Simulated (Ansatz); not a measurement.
Species: C6H7, net charge 0, doublet state. It need not be the lowest isomer of its formula. SMILES: CC1=CC=C[CH]1
Geometry: optimised at B3LYP-D3(BJ)/def2-TZVP (Ansatz, a program for electronic structure).

Quantity: atomisation energy (electronic, to ground-state atoms), in kcal/mol. Cores are frozen in the correlated levels unless marked. Open shells are spin-unrestricted. No spin-orbit coupling. Non-relativistic. The coupled-cluster limit lacks core correlation, which all-electron functionals hold. CBS(X,Y): correlation extrapolated as X^-3; Hartree-Fock from the larger set.

| level | program | atomisation energy (kcal/mol) |
|---|---|---|
| HF/cc-pVTZ | Ansatz | 1043.7 |
| wB97X-V/def2-TZVPD | Ansatz | 1390.5 |
| MP2/cc-pVDZ | Ansatz | 1311.1 |
| RI-MP2/CBS(cc-pVTZ,cc-pVQZ) | Ansatz | 1407.9 |
| CCSD(T)/6-31G | Ansatz | 1218.1 |
| CCSD(T)/cc-pwCVTZ | Ansatz | 1354.7 |
| CCSD(T)/CBS(cc-pVTZ,cc-pVQZ) | Ansatz | 1385.5 |

The UHF reference is spin-contaminated (<S^2> 0.19 over the pure value in the largest basis).
